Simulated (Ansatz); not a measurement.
Stretching the Ge1–H3 bond in FGeH3 (SMILES [F][GeH3]) (multiplicity 1 held, fragments rigid). Energies count from the point at 1.534 Å.
Geometry at that point (charge 0, multiplicity 1):
```xyz
5

Ge    -0.3005     0.1226    -0.0579
F      1.2981    -0.5297     0.2501
H     -0.9424    -0.7984    -1.1039
H     -0.0854     1.5490    -0.5810
H     -1.0394     0.0929     1.2866
```

Signs of static correlation in cc-pVTZ, with CASSCF(2,2), from Ansatz (an electronic-structure program) runs.

```
R (Å)  T1 of restricted CCSD  ⟨S²⟩ of UHF  largest double amplitude of restricted CCSD  weight of the CASSCF reference in MRCISD  CASSCF natural occupations
-----  ---------------------  -----------  -------------------------------------------  ----------------------------------------  --------------------------
1.228                  0.011        0.000                                        0.021                                     0.919                   1.99 0.01
1.381                  0.011        0.000                                        0.022                                     0.919                   1.99 0.01
1.534                  0.011        0.000                                        0.024                                     0.918                   1.98 0.02
1.688                  0.012        0.000                                        0.049                                     0.918                   1.97 0.03
1.841                  0.012        0.000                                        0.067                                     0.918                   1.96 0.04
2.071                  0.013        0.000                                        0.113                                     0.918                   1.92 0.08
2.302                  0.015        0.313                                        0.174                                     0.918                   1.87 0.13
2.685                  0.023        0.753                                        0.287                                     0.919                   1.74 0.26
3.069                      …        0.912                                        0.424                                     0.919                   1.56 0.44
3.529                  0.049        0.977                                        0.594                                     0.920                   1.34 0.66
4.143                  0.063        0.999                                            …                                     0.920                   1.16 0.84
4.910                  0.069        1.004                                        0.886                                     0.920                   1.05 0.95
```

Q: Fill in the missing entries.

A: 
- 3.069, T1 of restricted CCSD: 0.034
- 4.143, largest double amplitude of restricted CCSD: 0.772

Doubts at one or more of the structures used: a restricted determinant that unrestricted orbitals would lower (R-CCSD(T)/cc-pVTZ); other coupled-cluster roots lie near (R-CCSD(T)/cc-pVTZ); T1 above 0.05 (R-CCSD(T)/cc-pVTZ, U-CCSD(T)/cc-pVTZ); a spin-contaminated determinant (U-CCSD(T)/cc-pVTZ).
